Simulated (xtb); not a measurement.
xtb input (GFN1-xTB):

```bash
xtb mol.xyz --gfn 1 --sp --chrg 1 --uhf 0
```
mol.xyz:
```
3

Ga     0.00000000     0.00000000     0.00000000
F      0.00000000     0.00000000     1.67033866
F     -0.00000000    -0.00000000    -1.67033866
```

Output:

```
           -------------------------------------------------
          |                Calculation Setup                |
           -------------------------------------------------

           -------------------------------------------------
          |                 G F N 1 - x T B                 |
           -------------------------------------------------

        Reference                      10.1021/acs.jctc.7b00118
      * Hamiltonian:
        H0-scaling (s, p, d)           1.850000    2.250000    2.000000
        zeta-weighting                 0.000000
      * Dispersion:
        s8                             2.400000
        a1                             0.630000
        a2                             5.000000
        s9                             0.000000
      * Repulsion:
        kExp                           1.500000
        rExp                           1.000000
      * Coulomb:
        alpha                          2.000000
        third order                    atomic
        anisotropic                    false
      * Halogen bond correction:
        rad-scale                      1.300000
        damping                        0.440000

          ...................................................
          :                      SETUP                      :
          :.................................................:
          :  # basis functions                  18          :
          :  # atomic orbitals                  17          :
          :  # shells                            7          :
          :  # electrons                        16          :
          :  # halogen bonds                     0          :
          :  max. iterations                   250          :
          :  Hamiltonian                  GFN1-xTB          :
          :  restarted?                      false          :
          :  GBSA solvation                  false          :
          :  PC potential                    false          :
          :  electronic temp.          300.0000000     K    :
          :  accuracy                    1.0000000          :
          :  -> integral cutoff          0.2500000E+02      :
          :  -> integral neglect         0.1000000E-07      :
          :  -> SCF convergence          0.1000000E-05 Eh   :
          :  -> wf. convergence          0.2000000E-04 e    :
          :  Broyden damping             0.4000000          :
          :  net charge                          1          :
          :  unpaired electrons                  0          :
          ...................................................

 iter      E             dE          RMSdq      gap      omega  full diag
   1    -11.0609187 -0.110609E+02  0.537E+00    5.09       0.0  T
   2    -11.0423621  0.185566E-01  0.271E+00    3.78       1.0  T
   3    -11.0780868 -0.357247E-01  0.313E+00    4.94       1.0  T
   4    -11.1133966 -0.353098E-01  0.119E-01    4.39       1.0  T
   5    -11.1134565 -0.599148E-04  0.752E-02    4.38       1.0  T
   6    -11.1134782 -0.216299E-04  0.637E-03    4.37       9.1  T
   7    -11.1134784 -0.252377E-06  0.138E-04    4.37     417.0  T
   8    -11.1134784 -0.275175E-10  0.916E-05    4.37     630.4  T

   *** convergence criteria satisfied after 8 iterations ***

         #    Occupation            Energy/Eh            Energy/eV
      -------------------------------------------------------------
         1        2.0000           -1.1373081             -30.9477
         2        2.0000           -1.1189557             -30.4483
         3        2.0000           -0.8850683             -24.0839
         4        2.0000           -0.8329654             -22.6661
         5        2.0000           -0.8329654             -22.6661
         6        2.0000           -0.8261245             -22.4800
         7        2.0000           -0.8254098             -22.4605
         8        2.0000           -0.8254098             -22.4605 (HOMO)
         9                         -0.6648749             -18.0922 (LUMO)
        10                         -0.4592258             -12.4962
        11                         -0.4592258             -12.4962
        12                         -0.4536787             -12.3452
        13                         -0.4536787             -12.3452
       ...                                ...                  ...
        17                          0.0718073               1.9540
      -------------------------------------------------------------
                  HL-Gap            0.1605349 Eh            4.3684 eV
             Fermi-level           -0.7451424 Eh          -20.2764 eV

 SCC (total)                   0 d,  0 h,  0 min,  0.006 sec
 SCC setup                      ...        0 min,  0.000 sec (  2.500%)
 Dispersion                     ...        0 min,  0.000 sec (  0.736%)
 classical contributions        ...        0 min,  0.000 sec (  0.472%)
 integral evaluation            ...        0 min,  0.001 sec ( 26.482%)
 iterations                     ...        0 min,  0.002 sec ( 33.734%)
 molecular gradient             ...        0 min,  0.002 sec ( 30.943%)
 printout                       ...        0 min,  0.000 sec (  4.634%)

         :::::::::::::::::::::::::::::::::::::::::::::::::::::
         ::                     SUMMARY                     ::
         :::::::::::::::::::::::::::::::::::::::::::::::::::::
         :: total energy             -11.097350075495 Eh    ::
         :: gradient norm              0.020813182539 Eh/a0 ::
         :: HOMO-LUMO gap              4.368377013696 eV    ::
         ::.................................................::
         :: SCC energy               -11.113478413311 Eh    ::
         :: -> electrostatic           0.154705043485 Eh    ::
         :: repulsion energy           0.016442085382 Eh    ::
         :: dispersion energy         -0.000313747566 Eh    ::
         :: halogen bond corr.         0.000000000000 Eh    ::
         :: add. restraining           0.000000000000 Eh    ::
         :: total charge               1.000000000000 e     ::
         :::::::::::::::::::::::::::::::::::::::::::::::::::::

           -------------------------------------------------
          |                Property Printout                |
           -------------------------------------------------

    * Orbital Energies and Occupations

         #    Occupation            Energy/Eh            Energy/eV
      -------------------------------------------------------------
         1        2.0000           -1.1373081             -30.9477
         2        2.0000           -1.1189557             -30.4483
         3        2.0000           -0.8850683             -24.0839
         4        2.0000           -0.8329654             -22.6661
         5        2.0000           -0.8329654             -22.6661
         6        2.0000           -0.8261245             -22.4800
         7        2.0000           -0.8254098             -22.4605
         8        2.0000           -0.8254098             -22.4605 (HOMO)
         9                         -0.6648749             -18.0922 (LUMO)
        10                         -0.4592258             -12.4962
        11                         -0.4592258             -12.4962
        12                         -0.4536787             -12.3452
        13                         -0.4536787             -12.3452
        14                         -0.4094578             -11.1419
        15                         -0.4094578             -11.1419
        16                         -0.3293981              -8.9634
        17                          0.0718073               1.9540
      -------------------------------------------------------------
                  HL-Gap            0.1605349 Eh            4.3684 eV
Note: The following floating-point exceptions are signalling: IEEE_DENORMAL
normal termination of xtb
             Fermi-level           -0.7451424 Eh          -20.2764 eV

  Mulliken/CM5 charges         n(s)   n(p)   n(d)
     1Ga    1.14150  1.17623   0.938  0.652  0.269
     2F    -0.07075 -0.08812   1.794  5.277  0.000
     3F    -0.07075 -0.08812   1.794  5.277  0.000

Wiberg/Mayer (AO) data.
largest (>0.10) Wiberg bond orders for each atom

 ---------------------------------------------------------------------------
     #   Z sym  total        # sym  WBO       # sym  WBO       # sym  WBO
 ---------------------------------------------------------------------------
     1  31 Ga   2.630 --     2 F    1.315     3 F    1.315
     2   9 F    1.491 --     1 Ga   1.315     3 F    0.176
     3   9 F    1.491 --     1 Ga   1.315     2 F    0.176
 ---------------------------------------------------------------------------

Topologies differ in total number of bonds
Writing topology from bond orders to xtbtopo.mol

 dipole moment from electron density (au)
     X       Y       Z
  -0.0000   0.0000   0.0000  total (Debye):    0.000

           -------------------------------------------------
          | TOTAL ENERGY              -11.097350075495 Eh   |
          | GRADIENT NORM               0.020813182539 Eh/α |
          | HOMO-LUMO GAP               4.368377013696 eV   |
           -------------------------------------------------

------------------------------------------------------------------------
------------------------------------------------------------------------
 total:
 SCF:
```

It need not be the lowest isomer of its formula.
